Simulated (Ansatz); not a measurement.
Reaction (redistribution): `C=N[SiH](O)S` + `[NH2][Al]([F])[F]` → `C=N[SiH](N)O` + `[F][Al]([F])[SH]`

Isolated molecules relaxed with PBE0-D4/def2-TZVP in Ansatz; ΔE leaves out vibrations. CCSD(T)/CBS adds triple-zeta CCSD(T) − MP2 to the extrapolated MP2 energy (def2 sets, frozen cores). DFT in def2-TZVPP. B3LYP here is the variant with VWN-RPA as its local correlation; programs differ in this. One conformer a species, not always the lowest.

| species | B3LYP-D4 energy (Eh) |
| --- | --- |
| `C=N[SiH](O)S` | -859.00561 |
| `[NH2][Al]([F])[F]` | -498.42792 |
| `C=N[SiH](N)O` | -516.16700 |
| `[F][Al]([F])[SH]` | -841.27209 |

**Question.** Work out ΔE.

**Answer.** ΔE = (-516.16700) + (-841.27209) − (-859.00561) − (-498.42792) = -0.00556 Eh = -14.6 kJ/mol. CCSD(T)/CBS gives -16.7 kJ/mol.

Largest T1 diagnostic among the species: 0.013.

In def2-TZVPP, CCSD(T) changes the Hartree–Fock value by +5.9 kJ/mol (the triples alone add +0.8 kJ/mol) and MP2 by +8.6 kJ/mol.
